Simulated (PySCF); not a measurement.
difluoro(fluoromethyl)silane (CH3F3Si), SMILES FC[SiH](F)F.

Geometry optimised at ωB97X-D3(BJ)/def2-SVP. Other conformers were not sampled.

Two levels are set side by side: TDDFT-PBE/def2-SVPD (PySCF) and TDDFT-LC-ωPBE/def2-SVPD (PySCF). Vertical, same geometry. The lowest singlet is HOMO→LUMO 99 % with PBE and HOMO→LUMO 71 %, HOMO→LUMO+1 13 % with the other functional; states are paired by order. Differences are taken from unrounded values.

```csv
quantity,TDDFT-LC-ωPBE,TDDFT-PBE,TDDFT-PBE minus TDDFT-LC-ωPBE
lowest singlet excitation (eV),7.99,6.81,-1.18
lowest triplet excitation (TDA) (eV),7.23,6.32,-0.91
first bright state (f over 0.05) (eV),9.36,8.84,-0.52
its oscillator strength,0.09,0.14,0.06
```

A lower first singlet is the usual sign of a functional without exact exchange. Differences between two approximate levels are no errors against the true value.

Rough cost on one machine, each run with all the roots and properties that it gave: TDDFT-LC-ωPBE against TDDFT-PBE about 10 times.
